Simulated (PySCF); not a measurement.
An unknown is described by computed data only.

Formula: C5H6O2S.

| Property | Result |
| --- | --- |
| Triplet | lowest triplet excitation (Tamm–Dancoff): 2.60 eV [TDA B3LYP/def2-SVPD] |
| UV, strongest line | among the 10 lowest singlet transitions: S3 at 5.19 eV (239 nm, f = 0.045) [TDDFT B3LYP/def2-SVPD] |
| Rotational structure | rotational constants A, B, C: 2.318, 2.192, 1.472 GHz [PBE0-D3(BJ)/def2-SVP] |
| Dipole | 4.86 D [B3LYP/def2-SVPD] |
| NMR, other nuclei | isotropic shieldings of nuclei other than C and H, by class: 156 (2 O), 140 (1 S) ppm [GIAO CAM-B3LYP/pcSseg-1] |
| 13C NMR | chemical shifts (computed TMS as zero) by class: 160.8 (1 C), 144.4 (1 C), 138.6 (1 C), 126.3 (1 C), 10.2 (1 C) ppm [GIAO CAM-B3LYP/pcSseg-1] |
| UV, first state | lowest singlet excitation: 4.06 eV (306 nm, f = 0.042) [TDDFT B3LYP/def2-SVPD] |
| Polarisability | 82.7 au [B3LYP/def2-SVPD] |
| Valence photoelectron | vertical ionisation energy: 9.35 eV [ΔSCF B3LYP/def2-SVPD] |

Electronic properties: PySCF, gas phase, density fitting. Levels stand in brackets. Isolated species at its PBE0-D3(BJ)/def2-SVP geometry, gas phase. Each NMR value is the plain mean over a class of atoms that symmetry, rotation or inversion makes alike.

Task: Give a SMILES that accounts for the data.

Result: Numbering: `[CH3:1][C:2]1=[CH:3][CH:4]=[CH:5][S:6]1(=[O:7])=[O:8]`. 5 carbons fall into 5 classes; from least to most shielded: fully substituted alkene carbon [C2] (160.8 ppm), alkene CH carbon [C5] (144.4 ppm), alkene CH carbon [C4] (138.6 ppm), alkene CH carbon [C3] (126.3 ppm), allylic carbon [C1] (10.2 ppm). The other shieldings belong to: 156 ppm, sulfonyl oxygen [O7/O8]; 140 ppm, sulfonyl sulfur [S6]. S1 is mainly HOMO→LUMO (weight 0.97); the largest Löwdin shares of the orbital it empties are 0.23 on an alkene CH carbon, 0.22 on the fully substituted alkene carbon, 0.18 on an alkene CH carbon and 0.14 on an alkene CH carbon, of the orbital it fills 0.20 on an alkene CH carbon, 0.19 on an alkene CH carbon, 0.19 on the fully substituted alkene carbon and 0.15 on an alkene CH carbon. The optimised geometry has point group Cs and is an asymmetric top. Structure: `O=S1(C(=CC=C1)C)=O`. The assignments are read from this structure; whether some other isomer fits the data as well wasn't checked.
